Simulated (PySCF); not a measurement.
C₇H₆N (SMILES [NH+]#Cc1ccccc1), charge +1, singlet, geometry from GFN2-xTB; PySCF with TPSS/3-21G.

Here is a job for PySCF.
```python
from pyscf import gto, scf, dft

mol = gto.M(
    atom='''
N     3.02034350   -0.51441754    0.17174311
C     1.88254636   -0.32063071    0.10704556
C     0.53601575   -0.09129290    0.03047899
C     0.06218357    1.19785483   -0.30225433
C    -1.29615393    1.41172199   -0.37506867
C    -2.18724210    0.37252574   -0.12437121
C    -1.72236910   -0.89761451    0.20342907
C    -0.37028779   -1.14537927    0.28473488
H     4.00294435   -0.68177172    0.22761587
H     0.76320676    1.99484094   -0.49427802
H    -1.66768975    2.39248681   -0.62835944
H    -3.24955905    0.55345697   -0.18477679
H    -2.42224924   -1.69589837    0.39579687
H     0.00278583   -2.12530293    0.53783397
''',
    basis='3-21g',
    charge=1,
    verbose=4,
)

mf = dft.RKS(mol)
mf.xc = 'tpss'
mf.diis = False
mf.max_cycle = 100
mf.kernel()
```

What the program printed (banner, timings and long lists left out):

```
PySCF version 2.14.0

[INPUT] verbose = 4
[INPUT] num. atoms = 14
[INPUT] num. electrons = 54
[INPUT] charge = 1
[INPUT] spin (= nelec alpha-beta = 2S) = 0
[INPUT] symmetry False subgroup None
[INPUT] Mole.unit = angstrom
[INPUT] Symbol           X                Y                Z      unit          X                Y                Z       unit  Magmom
[...]
nuclear repulsion = 311.759218348762
number of shells = 52
number of NR pGTOs = 138
number of NR cGTOs = 84
basis = 3-21g
ecp = {}

******** <class 'pyscf.dft.rks.RKS'> ********
method = RKS
initial guess = minao
damping factor = 0
level_shift factor = 0
DIIS disabled
SCF conv_tol = 1e-09
SCF conv_tol_grad = None
SCF max_cycles = 100
direct_scf = True
direct_scf_tol = 1e-13
XC library pyscf.dft.libxc version 7.1.2
    S. Lehtola, C. Steigemann, M. J. T. Oliveira, and M. A. L. Marques,  SoftwareX 7, 1–5 (2018)
XC functionals = tpss
    J. Tao, J. P. Perdew, V. N. Staroverov, and G. E. Scuseria,  Phys. Rev. Lett. 91, 146401 (2003)
    J. P. Perdew, J. Tao, V. N. Staroverov, and G. E. Scuseria,  J. Chem. Phys. 120, 6898 (2004)
    J. Tao, J. P. Perdew, V. N. Staroverov, and G. E. Scuseria,  Phys. Rev. Lett. 91, 146401 (2003)
    J. P. Perdew, J. Tao, V. N. Staroverov, and G. E. Scuseria,  J. Chem. Phys. 120, 6898 (2004)
radial grids:
    Treutler-Ahlrichs [JCP 102, 346 (1995); DOI:10.1063/1.469408] (M4) radial grids

becke partition: Becke, JCP 88, 2547 (1988); DOI:10.1063/1.454033
pruning grids: <function nwchem_prune>
grids dens level: 3
symmetrized grids: False
atomic radii adjust function: <function treutler_atomic_radii_adjust>
small_rho_cutoff = 0
Set gradient conv threshold to 3.16228e-05
Initial guess from minao.
tot grids = 171576
init E= -324.453767330415
[...]
cycle= 1 E= -323.04877896937  delta_E=  1.4  |g|= 0.357  |ddm|= 4.62
[...]
cycle= 2 E= -322.837284828279  delta_E= 0.211  |g|= 0.848  |ddm|=  1.7
[...]
cycle= 3 E= -321.499473208135  delta_E= 1.34  |g|= 2.19  |ddm|= 3.61
[...]
cycle= 4 E= -295.114906167497  delta_E= 26.4  |g|=  6.8  |ddm|= 21.8
[...]
cycle= 5 E= -205.306890737545  delta_E= 89.8  |g|= 9.95  |ddm|= 48.1
[...]
cycle= 6 E= -153.262821445234  delta_E=   52  |g|= 10.9  |ddm|= 54.9
[...]
cycle= 7 E= -157.113893611216  delta_E= -3.85  |g|= 8.75  |ddm|= 55.6
[...]
cycle= 8 E= -142.004892525088  delta_E= 15.1  |g|= 10.2  |ddm|= 65.2
[...]
cycle= 9 E= -105.614468326643  delta_E= 36.4  |g|= 8.22  |ddm|=   64
[...]
cycle= 10 E= -33.6029970153772  delta_E=   72  |g|= 10.1  |ddm|=  197
[...]
cycle= 11 E= -102.040985208823  delta_E= -68.4  |g|= 7.91  |ddm|=  196
[...]
cycle= 12 E= -33.759079404614  delta_E= 68.3  |g|= 10.1  |ddm|=  197
[...]
cycle= 13 E= -102.029667775199  delta_E= -68.3  |g|= 7.92  |ddm|=  197
[...]
cycle= 14 E= -33.7671128179446  delta_E= 68.3  |g|= 10.1  |ddm|=  197
[...]
cycle= 15 E= -102.029000684869  delta_E= -68.3  |g|= 7.92  |ddm|=  197
[...]
cycle= 16 E= -33.7674304538426  delta_E= 68.3  |g|= 10.1  |ddm|=  197
[...]
cycle= 17 E= -102.028974863465  delta_E= -68.3  |g|= 7.92  |ddm|=  197
[...]
cycle= 18 E= -33.7674427169482  delta_E= 68.3  |g|= 10.1  |ddm|=  197
[...]
cycle= 19 E= -102.028973870194  delta_E= -68.3  |g|= 7.92  |ddm|=  197
[...]
cycle= 20 E= -33.767443186865  delta_E= 68.3  |g|= 10.1  |ddm|=  197
[...]
cycle= 21 E= -102.028973832043  delta_E= -68.3  |g|= 7.92  |ddm|=  197
[...]
cycle= 22 E= -33.7674432048789  delta_E= 68.3  |g|= 10.1  |ddm|=  197
[...]
cycle= 23 E= -102.028973830571  delta_E= -68.3  |g|= 7.92  |ddm|=  197
[...]
cycle= 24 E= -33.7674432055537  delta_E= 68.3  |g|= 10.1  |ddm|=  197
[...]
cycle= 25 E= -102.028973830517  delta_E= -68.3  |g|= 7.92  |ddm|=  197
[...]
cycle= 26 E= -33.767443205575  delta_E= 68.3  |g|= 10.1  |ddm|=  197
[...]
cycle= 27 E= -102.02897383051  delta_E= -68.3  |g|= 7.92  |ddm|=  197
[...]
cycle= 28 E= -33.7674432055711  delta_E= 68.3  |g|= 10.1  |ddm|=  197
[...]
cycle= 29 E= -102.028973830511  delta_E= -68.3  |g|= 7.92  |ddm|=  197
[...]
cycle= 30 E= -33.7674432055834  delta_E= 68.3  |g|= 10.1  |ddm|=  197
[...]
cycle= 31 E= -102.028973830509  delta_E= -68.3  |g|= 7.92  |ddm|=  197
[...]
cycle= 32 E= -33.7674432055592  delta_E= 68.3  |g|= 10.1  |ddm|=  197
[...]
cycle= 33 E= -102.028973830504  delta_E= -68.3  |g|= 7.92  |ddm|=  197
[...]
cycle= 34 E= -33.7674432055717  delta_E= 68.3  |g|= 10.1  |ddm|=  197
[...]
cycle= 35 E= -102.028973830509  delta_E= -68.3  |g|= 7.92  |ddm|=  197
[...]
cycle= 36 E= -33.7674432055733  delta_E= 68.3  |g|= 10.1  |ddm|=  197
[...]
cycle= 37 E= -102.028973830504  delta_E= -68.3  |g|= 7.92  |ddm|=  197
[...]
cycle= 38 E= -33.767443205548  delta_E= 68.3  |g|= 10.1  |ddm|=  197
[...]
cycle= 39 E= -102.028973830509  delta_E= -68.3  |g|= 7.92  |ddm|=  197
[...]
cycle= 40 E= -33.7674432055309  delta_E= 68.3  |g|= 10.1  |ddm|=  197
[...]
cycle= 41 E= -102.028973830513  delta_E= -68.3  |g|= 7.92  |ddm|=  197
[...]
cycle= 42 E= -33.7674432056093  delta_E= 68.3  |g|= 10.1  |ddm|=  197
[...]
cycle= 43 E= -102.028973830511  delta_E= -68.3  |g|= 7.92  |ddm|=  197
[...]
cycle= 44 E= -33.7674432055923  delta_E= 68.3  |g|= 10.1  |ddm|=  197
[...]
cycle= 45 E= -102.028973830508  delta_E= -68.3  |g|= 7.92  |ddm|=  197
[...]
cycle= 46 E= -33.7674432055753  delta_E= 68.3  |g|= 10.1  |ddm|=  197
[...]
cycle= 47 E= -102.02897383051  delta_E= -68.3  |g|= 7.92  |ddm|=  197
[...]
cycle= 48 E= -33.767443205578  delta_E= 68.3  |g|= 10.1  |ddm|=  197
[...]
cycle= 49 E= -102.028973830509  delta_E= -68.3  |g|= 7.92  |ddm|=  197
[...]
cycle= 50 E= -33.7674432055934  delta_E= 68.3  |g|= 10.1  |ddm|=  197
[...]
cycle= 51 E= -102.028973830503  delta_E= -68.3  |g|= 7.92  |ddm|=  197
[...]
cycle= 52 E= -33.7674432055647  delta_E= 68.3  |g|= 10.1  |ddm|=  197
[...]
cycle= 53 E= -102.02897383051  delta_E= -68.3  |g|= 7.92  |ddm|=  197
[...]
cycle= 54 E= -33.7674432056066  delta_E= 68.3  |g|= 10.1  |ddm|=  197
[...]
cycle= 55 E= -102.028973830503  delta_E= -68.3  |g|= 7.92  |ddm|=  197
[...]
cycle= 56 E= -33.7674432055791  delta_E= 68.3  |g|= 10.1  |ddm|=  197
[...]
cycle= 57 E= -102.02897383051  delta_E= -68.3  |g|= 7.92  |ddm|=  197
[...]
cycle= 58 E= -33.7674432055996  delta_E= 68.3  |g|= 10.1  |ddm|=  197
[...]
cycle= 59 E= -102.028973830506  delta_E= -68.3  |g|= 7.92  |ddm|=  197
[...]
cycle= 60 E= -33.7674432055873  delta_E= 68.3  |g|= 10.1  |ddm|=  197
[...]
cycle= 61 E= -102.028973830513  delta_E= -68.3  |g|= 7.92  |ddm|=  197
[...]
cycle= 62 E= -33.7674432055852  delta_E= 68.3  |g|= 10.1  |ddm|=  197
[...]
cycle= 63 E= -102.028973830514  delta_E= -68.3  |g|= 7.92  |ddm|=  197
[...]
cycle= 64 E= -33.7674432056187  delta_E= 68.3  |g|= 10.1  |ddm|=  197
[...]
cycle= 65 E= -102.028973830507  delta_E= -68.3  |g|= 7.92  |ddm|=  197
[...]
cycle= 66 E= -33.76744320559  delta_E= 68.3  |g|= 10.1  |ddm|=  197
[...]
cycle= 67 E= -102.028973830505  delta_E= -68.3  |g|= 7.92  |ddm|=  197
[...]
cycle= 68 E= -33.7674432055569  delta_E= 68.3  |g|= 10.1  |ddm|=  197
[...]
cycle= 69 E= -102.028973830513  delta_E= -68.3  |g|= 7.92  |ddm|=  197
[...]
cycle= 70 E= -33.7674432055863  delta_E= 68.3  |g|= 10.1  |ddm|=  197
[...]
cycle= 71 E= -102.028973830506  delta_E= -68.3  |g|= 7.92  |ddm|=  197
[...]
cycle= 72 E= -33.7674432056012  delta_E= 68.3  |g|= 10.1  |ddm|=  197
[...]
cycle= 73 E= -102.028973830509  delta_E= -68.3  |g|= 7.92  |ddm|=  197
[...]
cycle= 74 E= -33.7674432055934  delta_E= 68.3  |g|= 10.1  |ddm|=  197
[...]
cycle= 75 E= -102.028973830506  delta_E= -68.3  |g|= 7.92  |ddm|=  197
[...]
cycle= 76 E= -33.7674432055635  delta_E= 68.3  |g|= 10.1  |ddm|=  197
[...]
cycle= 77 E= -102.028973830512  delta_E= -68.3  |g|= 7.92  |ddm|=  197
[...]
cycle= 78 E= -33.767443205575  delta_E= 68.3  |g|= 10.1  |ddm|=  197
[...]
cycle= 79 E= -102.028973830515  delta_E= -68.3  |g|= 7.92  |ddm|=  197
[...]
cycle= 80 E= -33.7674432055863  delta_E= 68.3  |g|= 10.1  |ddm|=  197
[...]
cycle= 81 E= -102.02897383051  delta_E= -68.3  |g|= 7.92  |ddm|=  197
[...]
cycle= 82 E= -33.7674432055924  delta_E= 68.3  |g|= 10.1  |ddm|=  197
[...]
cycle= 83 E= -102.028973830507  delta_E= -68.3  |g|= 7.92  |ddm|=  197
[...]
cycle= 84 E= -33.7674432055853  delta_E= 68.3  |g|= 10.1  |ddm|=  197
[...]
cycle= 85 E= -102.028973830505  delta_E= -68.3  |g|= 7.92  |ddm|=  197
[...]
cycle= 86 E= -33.7674432055998  delta_E= 68.3  |g|= 10.1  |ddm|=  197
[...]
cycle= 87 E= -102.02897383051  delta_E= -68.3  |g|= 7.92  |ddm|=  197
[...]
cycle= 88 E= -33.7674432055752  delta_E= 68.3  |g|= 10.1  |ddm|=  197
[...]
cycle= 89 E= -102.028973830504  delta_E= -68.3  |g|= 7.92  |ddm|=  197
[...]
cycle= 90 E= -33.7674432055901  delta_E= 68.3  |g|= 10.1  |ddm|=  197
[...]
cycle= 91 E= -102.028973830504  delta_E= -68.3  |g|= 7.92  |ddm|=  197
[...]
cycle= 92 E= -33.7674432055721  delta_E= 68.3  |g|= 10.1  |ddm|=  197
[...]
cycle= 93 E= -102.028973830503  delta_E= -68.3  |g|= 7.92  |ddm|=  197
[...]
cycle= 94 E= -33.7674432055868  delta_E= 68.3  |g|= 10.1  |ddm|=  197
[...]
cycle= 95 E= -102.028973830511  delta_E= -68.3  |g|= 7.92  |ddm|=  197
[...]
cycle= 96 E= -33.7674432056226  delta_E= 68.3  |g|= 10.1  |ddm|=  197
[...]
cycle= 97 E= -102.028973830508  delta_E= -68.3  |g|= 7.92  |ddm|=  197
[...]
cycle= 98 E= -33.7674432055833  delta_E= 68.3  |g|= 10.1  |ddm|=  197
[...]
cycle= 99 E= -102.028973830511  delta_E= -68.3  |g|= 7.92  |ddm|=  197
[...]
cycle= 100 E= -33.7674432056036  delta_E= 68.3  |g|= 10.1  |ddm|=  197
SCF not converged.
SCF energy = -33.7674432056036
```

The run did not converge; its last values are not results.
